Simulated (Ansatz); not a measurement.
Harmonic frequencies (cm⁻¹) at PBE0-D4/def2-TZVP from Ansatz: 79, 178, 244, 351, 462, 512, 603, 694, 843, 1080, 1088, 1222, 1307, 1483, 1661, 1785, 1796, 2963, 3075, 3507, 3596.

Each molecule was computed in one conformer, which needn't be the lowest.

Problem. Which molecule is it?
A. `C=CC=[Se]`
B. `N[CH2][InH2]`
C. `C[NH][InH2]`
D. `O[SiH2]OC=S`

Solution. B.
